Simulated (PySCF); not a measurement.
Spin states and ions at one geometry of [TlH2]+

PySCF 2.14.0, RKS PBE0, Tl def2-SVP with ECP60, H def2-SVP; non-relativistic Hamiltonian with scalar-relativistic core potentials where named; density fitting; no spin-orbit coupling; singlets restricted, open shells unrestricted. The geometry is relaxed for charge +1, singlet, vacuum:

```xyz
3

Tl    0.0000    0.0000    0.0000
H     0.0000    0.0000    1.6696
H     0.0000    0.0000   -1.6696
```

Energies count from the relaxed state; an electron taken off or put on is at rest in vacuum. Charges and spins are Mulliken's.

```csv
state,energy (eV),spin squared,charge on Tl1 (e),spin on Tl1 (e),dipole about the centre of mass (D)
"charge +1, singlet, vacuum",0.00,0.00,0.80,0.00,0.00
"charge +1, triplet, vacuum",6.35,2.02,0.36,1.12,0.00
"charge +2, doublet, vacuum",18.56,0.78,1.24,0.15,0.00
```

**Question.** What does the state charge 0, doublet, vacuum give?

**Answer.** energy (eV) -5.74, spin squared 0.75, charge on Tl1 (e) -0.06, spin on Tl1 (e) 1.07, dipole about the centre of mass (D) 0.00.

With an electron taken off (doublet) the charges change, summed by element, by Tl +0.43 e, H +0.57 e. The vertical ionisation energy is 18.56 eV, against −ε(HOMO) = 15.84 eV of the relaxed state. The level lies 2.7 eV too high, as is usual for semilocal functionals and global hybrids, which keep a self-interaction error.

With an electron put on (doublet) the charges change, summed by element, by Tl -0.86 e, H -0.14 e. The vertical electron affinity is 5.74 eV, against −ε(LUMO) = 7.71 eV of the relaxed state.

Open shells may have lower solutions than those found.
